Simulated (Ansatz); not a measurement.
H₅Au₄⁻, 9 atoms. Hardware: 4 threads of Intel Xeon on a shared host.

In the def2 sets Au takes a core potential; there is no spin–orbit coupling. Correlated methods freeze no core orbitals; core or outer-core shells of Au are correlated, in sets that lack core-valence functions.

Task: How many basis functions does each of these Ansatz runs have, and roughly what does it cost? B3LYP-D4/def2-TZVPD, charge -1 singlet, energy, from earlier orbitals; PBE0-D4/def2-TZVPD, charge -1 singlet, energy, from earlier orbitals; ωB97M-V/def2-TZVPD, charge -1 singlet, energy, from earlier orbitals; RPA@PBE/def2-TZVPD, charge -1 singlet, energy, from earlier orbitals; r2SCAN-D4/def2-TZVPD, charge 0 doublet at the geometry of the charge -1 singlet, energy, from earlier orbitals; BHLYP-D4/def2-TZVPD, charge -1 singlet, energy, from earlier orbitals; r2SCAN-D4/def2-TZVPD, charge -1 singlet, energy and forces, from earlier orbitals; revPBE-D4/def2-TZVPD, charge -1 singlet, energy, from earlier orbitals; PBE0-D4/def2-TZVPD, charge 0 doublet at the geometry of the charge -1 singlet, energy, from earlier orbitals; r2SCAN-D4/def2-TZVPD, charge -1 triplet at the geometry of the charge -1 singlet, energy, from earlier orbitals; PBE-D4/def2-SVPD, charge -1 singlet, energy, from earlier orbitals; r2SCAN-D4/def2-SVPD, charge -1 singlet, relaxation, 5 steps.

Result: Other jobs shared the machine, so times can vary by a factor of up to 3. A dash marks memory too small to be measured apart from the calling script's.

```json
{"run": "PBE-D4/def2-SVPD, charge -1 singlet, energy, from earlier orbitals", "functions": "180", "fitting or Cholesky vectors": "1628", "wall time": "3.6 s", "peak host memory (GiB)": "–"}
{"run": "revPBE-D4/def2-TZVPD, charge -1 singlet, energy, from earlier orbitals", "functions": "217", "fitting or Cholesky vectors": "1727", "wall time": "5.5 s", "peak host memory (GiB)": "–"}
{"run": "B3LYP-D4/def2-TZVPD, charge -1 singlet, energy, from earlier orbitals", "functions": "217", "fitting or Cholesky vectors": "1855", "wall time": "8 s", "peak host memory (GiB)": "0.79"}
{"run": "PBE0-D4/def2-TZVPD, charge -1 singlet, energy, from earlier orbitals", "functions": "217", "fitting or Cholesky vectors": "1899", "wall time": "8.6 s", "peak host memory (GiB)": "0.81"}
{"run": "BHLYP-D4/def2-TZVPD, charge -1 singlet, energy, from earlier orbitals", "functions": "217", "fitting or Cholesky vectors": "2175", "wall time": "9 s", "peak host memory (GiB)": "0.87"}
{"run": "r2SCAN-D4/def2-TZVPD, charge -1 singlet, energy and forces, from earlier orbitals", "functions": "217", "fitting or Cholesky vectors": "1727", "wall time": "12 s", "peak host memory (GiB)": "–"}
{"run": "RPA@PBE/def2-TZVPD, charge -1 singlet, energy, from earlier orbitals", "functions": "217", "fitting or Cholesky vectors": "1892", "wall time": "16 s", "peak host memory (GiB)": "0.76"}
{"run": "PBE0-D4/def2-TZVPD, charge 0 doublet at the geometry of the charge -1 singlet, energy, from earlier orbitals", "functions": "217", "fitting or Cholesky vectors": "1899", "wall time": "20 s", "peak host memory (GiB)": "1"}
{"run": "r2SCAN-D4/def2-TZVPD, charge 0 doublet at the geometry of the charge -1 singlet, energy, from earlier orbitals", "functions": "217", "fitting or Cholesky vectors": "1727", "wall time": "20 s", "peak host memory (GiB)": "–"}
{"run": "ωB97M-V/def2-TZVPD, charge -1 singlet, energy, from earlier orbitals", "functions": "217", "fitting or Cholesky vectors": "1727", "wall time": "24 s", "peak host memory (GiB)": "1"}
{"run": "r2SCAN-D4/def2-SVPD, charge -1 singlet, relaxation, 5 steps", "functions": "180", "fitting or Cholesky vectors": "1628", "wall time": "28 s", "peak host memory (GiB)": "–"}
{"run": "r2SCAN-D4/def2-TZVPD, charge -1 triplet at the geometry of the charge -1 singlet, energy, from earlier orbitals", "functions": "217", "fitting or Cholesky vectors": "1727", "wall time": "58 s", "peak host memory (GiB)": "0.86"}
```
